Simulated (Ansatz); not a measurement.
`[CH3][GeH]([CH3])[SiH3]` + `C[SiH](F)F` → `C[Si](F)(F)[SiH3]` + `[CH3][GeH2][CH3]`  (formal exchange of groups at the Si–Ge bond)

Program: Ansatz. Geometries: PBE0-D4/def2-TZVP. ΔE: electronic, gas phase. CCSD(T)/CBS adds triple-zeta CCSD(T) − MP2 to the extrapolated MP2 energy (def2 sets, frozen cores). DFT in def2-TZVPP. For Ge outer-core shells are correlated without core-valence functions, which leaves a few kJ/mol of doubt a bond. Scalar relativity is left out up to krypton.

`[CH3][GeH]([CH3])[SiH3]`:

Cartesian coordinates in Å:
```
C -0.872 -1.616 0.597
Ge 0.481 -0.256 0.192
C 0.308 1.241 1.447
Si 0.241 0.511 -2.054
H -0.773 -2.471 -0.073
H -0.756 -1.964 1.625
H -1.873 -1.199 0.482
H 1.884 -0.884 0.358
H 0.421 0.884 2.472
H 1.071 1.996 1.256
H -0.674 1.706 1.347
H 1.258 1.549 -2.378
H -1.108 1.112 -2.249
H 0.391 -0.609 -3.022
```

`C[SiH](F)F`:

Cartesian coordinates in Å:
```
C 0.431 -0.643 0.615
Si -0.337 0.542 -0.564
F -0.347 2.002 0.067
F -1.855 0.142 -0.819
H -0.113 -0.654 1.562
H 1.468 -0.364 0.818
H 0.424 -1.654 0.202
H 0.329 0.629 -1.880
```

`C[Si](F)(F)[SiH3]`:

```xyz
11

C     0.451   -0.623    1.588
Si    0.756   -0.097   -0.157
F     1.866    1.052   -0.156
F     1.395   -1.326   -0.955
Si   -1.106    0.674   -1.355
H     1.383   -0.963    2.047
H     0.059    0.207    2.179
H    -0.270   -1.443    1.625
H    -1.689    1.855   -0.663
H    -0.711    1.059   -2.735
H    -2.136   -0.397   -1.418
```

`[CH3][GeH2][CH3]`:

```xyz
11

C    -0.729   -0.616   -1.339
Ge   -0.321   -0.407    0.561
C     1.022    0.988    0.825
H    -1.478   -1.394   -1.490
H     0.171   -0.891   -1.891
H    -1.114    0.319   -1.748
H     0.204   -1.744    1.128
H    -1.608   -0.039    1.330
H     1.942    0.733    0.297
H     0.657    1.942    0.442
H     1.253    1.107    1.885
```

| level | ΔE (kJ/mol) |
| --- | --- |
| PBE-D4 | 20.7 |
| ωB97X-V | 22.5 |
| r2SCAN | 23.9 |
| HF/CBS(def2) | 25.5 |

Question: What does CCSD(T)/CBS give? (Estimate.)

Answer: Computed: +27.9 kJ/mol. The listed levels differ from it by -7.2, -5.4, -4.0, -2.4 kJ/mol.

Largest T1 diagnostic among the species: 0.012.
